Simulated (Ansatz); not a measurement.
Geometry optimisation, RKS B3LYP/def2-SVP in Ansatz.

The input (input.yaml):

```yaml
crystal:
  periodic: [false, false, false]
  atoms:
    - { symbol: Ge, position_ang: [0.0, 0.0, 0.0] }
    - { symbol: F, position_ang: [0.0, 0.0, 2.03] }
    - { symbol: H, position_ang: [1.4616, 0.0, -0.5162] }
    - { symbol: Cl, position_ang: [-1.0456, 1.8115, -0.7393] }
    - { symbol: H, position_ang: [-0.73, -1.2648, -0.5162] }
    - { symbol: "N", position_ang: [0.8285, 1.9267, 0.6969] }
    - { symbol: H, position_ang: [1.668, 1.9396, 1.3439] }
    - { symbol: H, position_ang: [0.3863, 2.8379, 0.3841] }
    - { symbol: H, position_ang: [0.486, 1.1302, 1.7808] }
basis:
  gaussian: { orbitals: def2-SVP }
hamiltonian:
  xc: b3lyp
relax:
  f_tol: 0.15
  max_steps: 25
  restrain:
    - { distance: [0, 5], at: 3.11, k: 30.0 }
    - { distance: [8, 1], at: 2.12, k: 30.0 }
    - { distance: [0, 1], at: 1.68, k: 30.0 }
    - { distance: [8, 5], at: 1.06, k: 30.0 }
```

Run as:

```bash
$ ansatz run input.yaml --threads 2 --pin off --max-ram 3072MiB --backend cpu --events-out ev --progress --plain --runs-dir out
```

Q: Where does it end, and by what steps?

A: The forces met the threshold. The restraints hold the end off the free minimum; the threshold counts their pulls, which the force column leaves out. Restrained pairs: Ge1–N6 (2.21 → 3.12 Å), F2–H9 (1.26 → 2.12 Å), Ge1–F2 (2.03 → 1.72 Å), N6–H9 (1.39 → 1.03 Å). After 10 steps the energy has fallen by 3.769 eV (the restraints' own energy left out); N6 moved furthest, 0.82 Å.

```csv
step,energy less start (eV),largest force component (eV/Å),accepted
0,0.0000,4.940,yes
1,-1.0694,4.053,yes
2,-1.8168,4.773,yes
3,-2.8263,3.284,yes
4,-3.5547,1.350,yes
5,-3.6725,1.131,yes
6,-3.6998,1.123,yes
7,-3.7237,1.382,yes
8,-3.7423,1.230,yes
9,-3.7644,1.207,yes
10,-3.7693,1.189,yes
```

```xyz
9
Properties=species:S:1:pos:R:3
Ge -0.100 -0.145 -0.070
F -0.368 -0.161 1.624
H 1.382 0.079 -0.373
Cl -1.296 1.436 -0.953
H -0.680 -1.473 -0.573
N 1.104 2.368 1.336
H 1.924 1.923 0.930
H 0.474 2.664 0.596
H 0.614 1.691 1.946
```

Run time: 21 s on 2 threads of Intel(R) Xeon(R) Platinum 8488C (Sapphire Rapids), on a shared host, peak memory 0.26 GiB.
